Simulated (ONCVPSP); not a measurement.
## What one change does to a pseudopotential (potassium (K), ONCV)

```
Element                 : potassium
Generator               : ONCVPSP 4.0.1
Type                    : optimised norm-conserving Vanderbilt (ONCV)
Functional              : PBE
Relativity              : scalar-relativistic
Frozen core             : [Ne]
Valence charge          : 9
Reference configuration : 3s2 3p6 4s1
Partial waves           : 3s+4s: rc 2.25 bohr, ncon 4, nbas 8, qcut 5 1/bohr, 2 projectors; 3p: rc 1.30 bohr, ncon 4, nbas 8, qcut 6.8 1/bohr, 2 projectors, debl 1.5 Ha; d scattering state at 0.28 Ha: rc 2.10 bohr, ncon 4, nbas 8, qcut 5 1/bohr, 2 projectors, debl 3 Ha
Local potential         : polynomial inside 0.80 bohr (lpopt 5, dvloc0 -1 Ha)
Core correction         : Teter function, fcfact 4.5, rcfact 1.65
```

All-electron outer shells of the reference configuration (PBE, scalar-relativistic, ld1.x):

```csv
shell,level (eV),outermost node (bohr),outermost maximum (bohr)
2p,-280.12,–,0.26
3s,-35.34,0.48,1.08
3p,-18.81,0.45,1.15
4s,-2.32,1.59,4.18
```

Change: p: qcut 9.4.

Cutoffs: the cutoffs (Ha) at which the residual kinetic energy of the hardest occupied pseudo-wave falls to 1 and 0.1 mHa per electron; they do not see the model core or the augmentation charge, which bear on the density cutoff. Errors are all-electron minus pseudo energies relative to the spin-unpolarised reference configuration.

Q: How do hardness, ghosts and transferability respond?

A: The potential gets neither clearly harder nor softer (12 Ha and 37 Ha → 24 Ha and 33 Ha); the errors of the 4 common tests hardly move; neither file shows a bound ghost.

| quantity | base | changed |
| --- | --- | --- |
| cutoff, loose | 12 Ha | 24 Ha |
| cutoff, tight | 37 Ha | 33 Ha |
| loose cutoff by channel | s 4.5 Ha, p 12 Ha | s 4.5 Ha, p 24 Ha |
| bound ghosts | none | none |
| GHOST(+) flags under 300 eV | s at 82.8 eV | s at 82.8 eV |
| error for 3s2 3p6 4s0, meV [ΔE 4.31 eV] | -0.3 | -0.3 |
| error for 3s2 3p6 4s0.5, meV [ΔE 1.64 eV] | -0.1 | -0.1 |
| error for 3s2 3p6 4s0 4p1, meV [ΔE 1.55 eV] | -0.1 | -0.2 |
| error for 3s1 3p6 4s1, meV [ΔE 41.99 eV] | -220 | -225 |
| s: phases at 2.29 bohr within 0.05 rad from the reference energy up to (Ha; the scan ends near 5) | 2.6 | 2.6 |
| p: phases at 1.32 bohr within 0.05 rad from the reference energy up to (Ha; the scan ends near 5) | to the end of the scan | to the end of the scan |
| d: phases at 2.13 bohr within 0.05 rad from the reference energy up to (Ha; the scan ends near 5) | 1.5 | 1.5 |
| rms error of d²Exc/dni dnj with the model core, mHa | 2.98 | 2.96 |

Base: The cutoffs count occupied waves only; projector 2 of the d channel, the hardest unoccupied one, needs 66 Ha at the loose tolerance. Changed file: The cutoffs count occupied waves only; projector 2 of the d channel, the hardest unoccupied one, needs 66 Ha at the loose tolerance.
